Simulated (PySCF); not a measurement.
# Choosing a basis for TDDFT

Species: C3H8O2Si.
Cartesian coordinates in Å at the PBE0-D3(BJ)/def2-SVP level; atoms count from 1:
```xyz
14
C3H8O2Si angstrom
Si     2.304    0.075    0.412
O      0.805    0.166   -0.319
C     -0.389    0.340    0.374
C     -1.154   -0.915    0.823
O     -2.326   -0.486    0.139
C     -1.620    0.573   -0.502
H      3.306    0.034   -0.685
H      2.522    1.273    1.283
H      2.420   -1.153    1.258
H     -0.283    1.091    1.180
H     -1.320   -1.056    1.904
H     -0.721   -1.840    0.397
H     -1.404    0.365   -1.566
H     -2.137    1.543   -0.414
```

TDDFT with PBE0 (PySCF), vertical singlets, core orbitals frozen in the response, spherical d and f functions. The structure is a single PBE0-D3(BJ)/def2-SVP conformer in the gas phase; no vibrational or solvent corrections.

```tsv
basis	functions	diffuse	S1 (eV)	S2 (eV)	S3 (eV)	S4 (eV)	S5 (eV)	LUMO (eV)	α (au)
6-31G*	104	no	6.60	6.91	7.66	7.86	8.21	0.46	56.3
def2-SVP	128	no	6.75	7.10	7.71	7.82	8.10	0.51	59.4
6-31+G*	128	yes	6.23	6.65	6.69	6.94	7.16	-0.19	63.6
def2-SVPD	194	yes	6.45	6.81	6.98	7.32	7.52	-0.01	69.1
aug-cc-pVDZ	214	yes	6.17	6.43	6.58	6.76	6.85	-0.25	70.8
def2-TZVP	240	no	6.45	6.77	7.30	7.49	7.66	0.05	66.6
```

Question: How much do these states and the polarisability depend on the basis?

Answer: States are compared by their number. Against the largest diffuse basis here (aug-cc-pVDZ, itself not a converged limit), sets without diffuse functions differ by up to 0.57 eV in S1 and 1.36 eV in S5; the smaller diffuse sets differ by up to 0.28 and 0.67 eV. State by state, the largest deviation of a set without diffuse functions is S1 0.57, S2 0.68, S3 1.13, S4 1.09, S5 1.36 eV. The same number needn't mean the same state in each row. Against aug-cc-pVDZ the polarisability deviates by -21% in 6-31G*, -16% in def2-SVP, -10% in 6-31+G*, -2% in def2-SVPD, -6% in def2-TZVP. A single + in a Pople set puts diffuse functions on heavy atoms only.

Without π bonds the low states are Rydberg-like; a valence basis with one diffuse set may place them up to an eV too high.
